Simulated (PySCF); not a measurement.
**Question.** Write Cartesian coordinates for SiH2Me(OAc), `C[SiH2]OC(C)=O` as optimised with PBE0-D3(BJ)/def2-SVP.

**Answer.** 
```
atom  x, y, z in Å
Si1    0.6376    1.1308    0.4427
H2     0.5996    1.1501    1.9308
H3     2.0398    1.1104   -0.0556
C4    -0.3244    2.5505   -0.2859
H5     0.1121    3.5112    0.0290
H6    -1.3733    2.5260    0.0460
H7    -0.3090    2.5111   -1.3856
O8    -0.1894   -0.2686   -0.1257
C9     0.2838   -1.4689    0.2311
C10   -0.5299   -2.6001   -0.3206
O11    1.2619   -1.5895    0.9251
H12   -0.0892   -3.5580   -0.0237
H13   -0.5770   -2.5232   -1.4166
H14   -1.5621   -2.5257    0.0523
```

Any rigid rotation of these coordinates is as good. Atoms count from 1 in this order. The C–O distances run from 1.205 Å (C9–O11) to 1.339 Å (O8–C9), a spread of 0.134 Å. O8 (oxygen bonded to C and Si) is bent (angle 118.1°). The 6 heavy atoms lie in one plane (0.005 Å rms). Si1 (silicon bonded to C, O and 2 H) is distorted tetrahedral (angles from 104.0° to 111.6°).

Bonds between heavy atoms (Å): Si1–C4 1.863, Si1–O8 1.722, O8–C9 1.339, C9–C10 1.499, C9–O11 1.205.

Theory: PySCF, PBE0-D3(BJ)/def2-SVP geometry optimisation, gas phase.

Stationary, but not proved a minimum. One conformer, not necessarily the lowest (C4–Si1–O8–C9 180°, Si1–O8–C9–C10 180°).
